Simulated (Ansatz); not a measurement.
C2H6Ga (`[CH3][Ga][CH3]`) radical. Charge 0, multiplicity 2. The structure was optimised at the PBE0-D4/def2-TZVP level.

```xyz
9

C     1.563   -0.436   -0.550
Ga   -0.028   -0.893    0.568
C    -1.566    0.382    0.579
H     1.238   -0.291   -1.585
H     2.340   -1.198   -0.523
H     1.981    0.512   -0.194
H    -1.881    0.568   -0.453
H    -2.418    0.023    1.154
H    -1.228    1.333    1.003
```

Problem. What is the dipole moment at ωB97M-V/def2-TZVPP? (Best estimate.)

Solution. Ansatz gave: 0.39 D, with components (0.01, 0.33, -0.21) D in this frame, pointing from negative to positive charge.

Problem. And with PBE, r2SCAN, B3LYP? (An estimate is asked.)

Solution. Ansatz gave: PBE 0.59 D, r2SCAN 0.55 D, B3LYP 0.45 D.

Problem. Give the Mulliken charges with ωB97M-V, r2SCAN, B3LYP in def2-TZVPP. (Best estimate.)

Solution. Ansatz gave: 
| atom | ωB97M-V | r2SCAN | B3LYP |
| --- | --- | --- | --- |
| C1 | -0.47 | -0.30 | -0.38 |
| Ga2 | 0.27 | 0.20 | 0.21 |
| C3 | -0.47 | -0.30 | -0.38 |
| H4 | 0.11 | 0.07 | 0.09 |
| H5 | 0.12 | 0.07 | 0.10 |
| H6 | 0.11 | 0.06 | 0.09 |
| H7 | 0.11 | 0.07 | 0.09 |
| H8 | 0.12 | 0.07 | 0.10 |
| H9 | 0.11 | 0.06 | 0.09 |

B3LYP here is the variant with VWN-RPA as its local correlation; programs differ in this.
